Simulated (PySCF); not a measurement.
# Two-component Hartree-Fock for Se(2+) (selenium, charge +2)

Start: [Ar] 3d10 4s1 4p3; 4s1/2 filled at m_j = +1/2; 4p3/2 filled at m_j = -1/2, +1/2, +3/2. Calculated with PySCF 2.14 in x2c-TZVPall-2c with one added diffuse shell each of s, p, d type (7s8p5d1f, 63 functions): generalised Hartree-Fock with the X2C-1e Hamiltonian and a Gaussian nucleus; one run each with spin-orbit coupling (SO) switched off, then screened by Boettger's factors. This is a chosen level, not necessarily the ground level.

```tsv
spinor shell	electrons	ε, spin-free (eV)	ε, screened SO (eV)	weight of nominal j (screened SO)	rms radius, screened SO (bohr)
1s1/2	2	-12761.6	-12761.3	1.000	0.0508
2s1/2	2	-1720.2	-1720.1	1.000	0.212
2p1/2	2	-1510.9	-1539.5	1.000	0.187
2p3/2	4	-1510.9	-1497.1	1.000	0.190
3s1/2	2	-274.33	-274.31	1.000	0.613
3p1/2	2	-206.68	-211.00	0.990	0.628
3d3/2	4	-94.362	-95.021	0.900	0.694
3d5/2	6	-94.362	-93.899	0.933	0.692
4s1/2	1	-49.505	-49.493	1.000	1.82
4p3/2	3	-33.241	-33.245	0.646	2.09
```

Q: Where does 3p3/2 lie, and what is the 3p spin-orbit splitting (screened SO)?

A: At -204.59 eV, 6.411 eV above 3p1/2.

```tsv
quantity	spin-free	screened SO
E (hartree)	-2426.69490	-2426.81090
M_J	2	2
⟨J²⟩	6.002	6.002
⟨L²⟩	0.000	0.007
⟨S²⟩	6.002	5.995
```

Each row is a mean over spinors that exchange with the open shell spreads, by up to 1.552 eV (3s1/2).

Rows whose weight is well below 1 are mixtures of j = l ± 1/2: exchange outweighs spin-orbit coupling there, and the label is only the starting occupation.

Without spin-orbit coupling the j labels of p, d and f shells carry no meaning; the spin-free column gives the mean over the occupied spinors of each nl shell.
